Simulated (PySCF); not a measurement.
AlCl2HSe. Atoms are numbered in the order given.

```xyz
5

Al    -0.0002     0.5447     0.0000
Cl     1.8195     1.5823     0.0000
Cl    -1.8020     1.6172     0.0000
Se     0.0338    -1.7547     0.0000
H     -1.4421    -1.8144     0.0000
```
Charge 0, spin multiplicity 1.

Geometry: B3LYP-D3(BJ)/def2-SVP. The structure was generated by enumeration; whether it is a known compound was not checked. Other conformers were not sampled.

These are HF/pcSseg-1 in PySCF values and carry that method's errors.

GIAO shieldings, no solvent; atoms listed in one row are averaged. δ = σ(ref) − σ: ³⁵Cl against HCl (σ = 958.2 ppm); ⁷⁷Se against Me2Se (σ = 1942.8 ppm); ¹H against TMS (σ = 31.99 ppm), references at their B3LYP-D3(BJ)/def2-TZVP geometries, non-relativistic (without spin–orbit terms, shifts of atoms bonded to Cl or Br come out too high).

```csv
nucleus,atoms,count,δ (ppm)
³⁵Cl,Cl3,1,-3.1
³⁵Cl,Cl2,1,-4.6
⁷⁷Se,Se4,1,-351.3
¹H,H5,1,1.36
```
